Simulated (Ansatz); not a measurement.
Born–Oppenheimer molecular dynamics of C₃H₅ClFNS (12 atoms, charge 0, multiplicity 1). It goes on from the last frame of an earlier run, with new velocities.

The calculation used RKS r2SCAN/STO-3G in Ansatz.

| Item | Value |
| --- | --- |
| ensemble | NVT, Nosé–Hoover chain |
| time step | 0.25 fs |
| steps asked | 102 |
| set temperature | 400 K |
| thermostat | time constant 100 fs, chain length 3 (defaults) |
| masses | H 2.014 u |
| seed | 363529 |

First frame:

```xyz
12
Properties=species:S:1:pos:R:3
C -0.168 -1.374 0.706
C 0.298 0.158 0.552
F 1.675 0.233 0.682
Cl -0.476 1.162 1.983
C -0.215 0.670 -0.826
N -1.305 0.123 -1.314
S 0.816 1.908 -1.552
H 0.225 -1.985 -0.073
H -1.258 -1.438 0.655
H 0.096 -1.828 1.674
H -1.472 0.650 -2.282
H 1.852 1.556 -0.724
```

Q: What does the run give?

A: The run went to its last step.

```yaml
steps_done: 102
time_covered: 25.5 fs
mean_temperature_over_the_second_half: 287 K
spread_of_the_potential_energy_over_the_second_half: 5.3 meV per atom
mean_potential_energy_of_the_second_half_above_the_start: 12.3 meV per atom
```

The conserved energy stayed within 0.014 meV per atom of its start (net change 0.0018 meV per atom), so the integration is sound. The mean temperature of the second half is 28 % below the set value. A run of 0.025 ps of so small a system gives no equilibrium averages. Limits of this set-up: minimal basis.

Q: What happens to the structure?

A: The same pairs are bonded in the first frame and the last. Pairs count as bonded within 1.25 times the sum of covalent radii (0.12 Å more for H–H). This is one draw of velocities; another would differ in detail.

Q: How do temperature and energy run in time?

A: 
```tsv
time (fs)	T (K)	potential energy less start (eV)	conserved less start (meV/atom)
0.0	400	0.000	0.00
2.0	426	-0.034	-0.01
4.0	373	0.035	0.00
6.0	300	0.129	0.01
8.0	262	0.178	0.00
10.0	206	0.251	0.00
12.0	151	0.322	0.01
14.0	199	0.260	0.00
16.0	284	0.151	-0.01
18.0	304	0.126	0.00
20.0	304	0.128	0.01
22.0	337	0.086	-0.01
24.0	326	0.100	-0.01
```

The run took 12 min on 1 thread of Arm Neoverse V1 (shared host), peak memory 0.13 GiB.
